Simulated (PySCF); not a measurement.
Vertical excitations of a molecule C4H10BN from TDA-PBE/def2-SVPD in PySCF, as energy in eV (oscillator strength): 4.76 (0.000), 5.84 (0.004), 6.00 (0.120), 6.49 (0.176), 6.51 (0.009), 6.85 (0.009), 6.93 (0.112), 7.05 (0.046), 7.20 (0.002), 7.29 (0.014). Lowest triplet (TDA): 4.23 eV. Coordinates come from a B3LYP-D3(BJ)/def2-SVP optimisation. One conformer was computed; it need not be the lowest.

Question: Which structure fits?
A. C/C=N/B(C)C
B. CB(N)C1CC1
C. C/C=C/B(C)N
D. NB1CCCC1

Answer: A, C/C=N/B(C)C
